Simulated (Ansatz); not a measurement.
`F[CH]1[AlH][GeH2]1`. Total charge 0; spin multiplicity 1. Correlated methods include outer-core shells of Ge, which these sets cover unevenly. Scalar relativity is left out up to krypton.

Cartesian coordinates in Å:
```
F 0.888 -1.272 -1.524
C 0.305 -0.200 -0.894
Al 0.934 1.174 0.327
Ge -0.929 -0.291 0.733
H -0.373 0.314 -1.600
H 2.163 2.056 0.800
H -0.554 -1.404 1.736
H -2.433 -0.377 0.423
```

Problem. Give the diagnostics of a CCSD(T)/def2-TZVPP run (frozen core, the Gaussian-basis code of Ansatz). (Best estimate.)

Solution. Computed: T1 = 0.0136, largest single amplitude 0.015, largest double 0.047, (T) share of the correlation energy 3.7 %, 12 CCSD cycles. The RHF solution is stable towards an unrestricted one. T1 lies under the customary mark of 0.02 for closed shells.
